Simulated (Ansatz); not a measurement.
(KH)4 cube (K4H4), 8 atoms. Hardware: 2 threads of Intel Xeon 6975P-C on a shared host.

Correlated methods freeze 20 core orbitals; core or outer-core shells of K are correlated, in sets that lack core-valence functions.

(1) How many basis functions does each of these Ansatz runs have, and roughly what does it cost? PBE0-D4/def2-SVP, charge 0 singlet, relaxation, 4 steps; PBE0-D4/def2-SVP, charge 0 singlet, energy with a search over starts; B97M-V/def2-TZVP, charge 0 singlet, energy, from earlier orbitals; PBE-D4/def2-TZVP, charge 0 singlet, energy and forces, from earlier orbitals; r2SCAN-D4/def2-TZVP, charge 0 singlet, energy, from earlier orbitals; PBE0-D4/def2-SVP, charge 0 singlet, energy, from earlier orbitals; ωB97X-V/def2-TZVP, charge 0 singlet, energy, from earlier orbitals; RPA@PBE/def2-TZVP, charge 0 singlet, energy, from earlier orbitals; PBE-D4/def2-SVP, charge 0 singlet, energy, from earlier orbitals; PBE0-D4/def2-TZVP, charge 0 singlet, energy, from earlier orbitals; CCSD(T)/def2-TZVP, charge 0 singlet, energy, from earlier orbitals; B2PLYP/def2-TZVP, charge 0 singlet, energy, from earlier orbitals.

Answers

(1) Other jobs shared the machine, so times can vary by a factor of up to 3. A dash marks memory too small to be measured apart from the calling script's.

```
                                                                         run  functions  fitting or Cholesky vectors  wall time  peak host memory (GiB)
            PBE-D4/def2-SVP, charge 0 singlet, energy, from earlier orbitals        116                         1336        2 s                       –
           PBE0-D4/def2-SVP, charge 0 singlet, energy, from earlier orbitals        116                         1116      2.6 s                       –
PBE-D4/def2-TZVP, charge 0 singlet, energy and forces, from earlier orbitals        156                         1476      3.2 s                       –
          PBE0-D4/def2-TZVP, charge 0 singlet, energy, from earlier orbitals        156                         1592      3.3 s                       –
        PBE0-D4/def2-SVP, charge 0 singlet, energy with a search over starts        116                         1116      3.8 s                       –
        r2SCAN-D4/def2-TZVP, charge 0 singlet, energy, from earlier orbitals        156                         1476      4.8 s                       –
          RPA@PBE/def2-TZVP, charge 0 singlet, energy, from earlier orbitals        156                         1488      4.9 s                       –
           B2PLYP/def2-TZVP, charge 0 singlet, energy, from earlier orbitals        156                         1488      5.5 s                       –
                     PBE0-D4/def2-SVP, charge 0 singlet, relaxation, 4 steps        116                         1220      9.5 s                       –
           B97M-V/def2-TZVP, charge 0 singlet, energy, from earlier orbitals        156                         1476       11 s                       –
          ωB97X-V/def2-TZVP, charge 0 singlet, energy, from earlier orbitals        156                         1476       13 s                    0.73
          CCSD(T)/def2-TZVP, charge 0 singlet, energy, from earlier orbitals        156                         1488       22 s                     1.3
```
